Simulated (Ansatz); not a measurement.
Input and output for CH6BInOSi.

```yaml
crystal:
  periodic: [false, false, false]
  atoms:
    - {symbol: B, position_ang: [-0.561516, 1.101466, -0.487096]}
    - {symbol: C, position_ang: [0.001416, -0.292870, 0.018004]}
    - {symbol: Si, position_ang: [1.197237, -0.425978, 1.527363]}
    - {symbol: O, position_ang: [-0.302458, -1.352673, -0.569949]}
    - {symbol: In, position_ang: [-1.543634, -0.068298, -2.171768]}
    - {symbol: H, position_ang: [-1.384018, 1.578740, 0.258577]}
    - {symbol: H, position_ang: [0.271445, 1.893297, -0.854990]}
    - {symbol: H, position_ang: [2.539905, 0.000027, 1.050829]}
    - {symbol: H, position_ang: [0.750115, 0.494507, 2.603087]}
    - {symbol: H, position_ang: [1.253279, -1.823703, 2.025000]}
    - {symbol: H, position_ang: [-2.221762, -1.104515, -3.399068]}
basis:
  gaussian: {orbitals: x2c-TZVPPall}
magnetization: {spin_polarized: false, initial_magnetization: 2}
hamiltonian: {xc: {name: B3LYP}}
output: {forces: true}
```

```sh
$ ansatz run in.yaml --threads 2 --pin off --events-out ev --progress --plain --max-ram 32768MiB --backend cuda --devices 0, --max-vram 18GiB
```

It prints (some lines left out):

```
Functional definition: B3LYP
1812 factors; their error is unknown
mean field evaluation 1: about -171772.1674 eV, gradient 6.9e1 eV
mean field evaluation 2: about -171526.4661 eV, gradient 2.4e2 eV
mean field evaluation 4: about -171777.2485 eV, gradient 6.3e1 eV
mean field evaluation 8: about -171786.4371 eV, gradient 3.6e0 eV
mean field evaluation 16: about -171786.5313 eV, gradient 9.1e-2 eV
mean field evaluation 32: about -171786.6509 eV, gradient 1.7e0 eV
mean field -171786.84945804 eV, -6313.0502762742 hartree, gradient 2.1e-5 eV, S^2 2.000000; 5 other end points of the search recorded, 0 dependent functions left out
reference -171786.84978006 eV, -6313.0502881083 hartree; 45, 43 occupied and 234, 236 virtual orbitals, 1812 factors
Total energy: -171786.84978006 eV, -6313.0502881083 hartree
Relativity: scalar
Atom 0 at    -0.561516     1.101466    -0.487096 Å, force    -0.393498     1.490837    -0.055816 eV/Å
Atom 1 at     0.001416    -0.292870     0.018004 Å, force     1.341429    -0.343618     2.021606 eV/Å
Atom 2 at     1.197237    -0.425978     1.527363 Å, force    -0.141474     0.397651    -0.389664 eV/Å
Atom 3 at    -0.302458    -1.352673    -0.569949 Å, force    -0.390451    -1.530662    -0.838748 eV/Å
Atom 4 at    -1.543634    -0.068298    -2.171768 Å, force    -0.258038     0.406459    -0.396650 eV/Å
Atom 5 at    -1.384018     1.578740     0.258577 Å, force    -0.051176    -0.121094    -0.165807 eV/Å
Atom 6 at     0.271445     1.893297    -0.854990 Å, force    -0.053597    -0.182621    -0.118818 eV/Å
Atom 7 at     2.539905     0.000027     1.050829 Å, force     0.020133    -0.061421     0.143534 eV/Å
Atom 8 at     0.750115     0.494507     2.603087 Å, force     0.004151    -0.049202    -0.105239 eV/Å
Atom 9 at     1.253279    -1.823703     2.025000 Å, force    -0.081809     0.095184    -0.132195 eV/Å
Atom 10 at    -2.221762    -1.104515    -3.399068 Å, force     0.004330    -0.101513     0.037797 eV/Å
Dipole moment:    -0.164504    -0.055126    -0.250602 e Å
```

Run time 19 s (2 threads of an AMD EPYC 7R13 on a shared host and a share of an NVIDIA H100 80 GB); peak host memory 1 GiB.
